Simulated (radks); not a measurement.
The barium ion Ba4+, 52 electrons, occupied as [Kr] 4d10 5s2 5p4 (the NIST ground configuration). All-electron calculation, scalar-relativistic Kohn-Sham, LDA (Slater exchange, Perdew-Wang correlation), spin-polarised, spherical densities, point nucleus; open shells are filled with parallel spins first (spin-orbit coupling, left out, can overturn this in heavy ions). Program: a radial shooting solver on a logarithmic mesh with Libxc functionals. Some entries of the table are withheld. Estimate them.

orbital,occ.,eigenvalue (eV),r(max) (bohr)
1s up,1,-37261.84,0.01644
1s down,1,-37261.70,0.01644
2s up,1,-5924.783,0.09296
2s down,1,-5924.702,0.09296
2p up,3,-5319.818,0.07464
2p down,3,-5319.703,0.07464
3s up,1,-1281.977,0.2666
3s down,1,-1281.854,0.2666
3p up,3,-1088.006,0.2608
3p down,3,-1087.871,0.2608
3d up,5,-805.5087,0.2150
3d down,5,-805.3818,0.2150
4s up,1,-283.2317,0.6246
4s down,1,-282.9725,0.6247
4p up,3,-220.5387,0.6532
4p down,3,-220.2546,0.6532
4d up,5,-129.4496,0.6945
4d down,5,-129.0636,0.6943
5s up,1,-71.2756,(1)
5s down,1,-69.6872,(2)
5p up,3,-54.9339,1.611
5p down,1,-53.3248,1.609
4f up,0,-36.3141,0.8048
4f down,0,-35.4263,0.7976
6s up,0,-27.8822,(3)
6s down,0,-27.3328,(4)

Answer. 
(1) 5s up r(max) (bohr): 1.444
(2) 5s down r(max) (bohr): 1.439
(3) 6s up r(max) (bohr): 3.093
(4) 6s down r(max) (bohr): 3.127
